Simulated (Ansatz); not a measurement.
Consider the formal exchange of groups at a B–C bond: `CB(C)Cl` + GeH₄ → `C[B](Cl)[GeH3]` + CH₄.

Program: Ansatz. Geometries: PBE0-D4/def2-TZVP. ΔE: electronic, gas phase. CCSD(T)/CBS adds triple-zeta CCSD(T) − MP2 to the extrapolated MP2 energy (def2 sets, frozen cores). This one scheme is used for every species. DFT in def2-TZVPP. For Ge outer-core shells are correlated without core-valence functions, which leaves a few kJ/mol of doubt a bond. Scalar relativity is left out up to krypton.

```json
{"level": "CAM-B3LYP-D4", "ΔE (kcal/mol)": "4.4"}
{"level": "revPBE", "ΔE (kcal/mol)": "2.1"}
{"level": "BHLYP", "ΔE (kcal/mol)": "4.9"}
{"level": "HF/CBS(def2)", "ΔE (kcal/mol)": "6.5"}
```

Problem. What does CCSD(T)/CBS give? (Estimate.)

Solution. Ansatz gave: +2.6 kcal/mol. The listed levels differ from it by 1.8, -0.5, 2.3, 3.9 kcal/mol.

Problem. What do rigid-rotor, harmonic-oscillator terms from PBE0-D4/def2-TZVP frequencies (298.15 K, 1 bar) make of the CCSD(T)/CBS value? (Best estimate.)

Solution. The calculation gave: ΔZPE = +0.9 kcal/mol, ΔH = +4.1 kcal/mol, ΔS = 21 J/(mol·K), ΔG = +2.6 kcal/mol. Modes under 50 cm⁻¹ make the entropy rough.

Largest T1 diagnostic among the species: 0.012.

At CCSD(T), def2-SVP lies +2.3 kcal/mol from the extrapolated value and def2-TZVPP +0.4 kcal/mol. In def2-TZVPP, CCSD(T) changes the Hartree–Fock value by −3.1 kcal/mol (the triples alone add −0.5 kcal/mol) and MP2 by −2.9 kcal/mol.
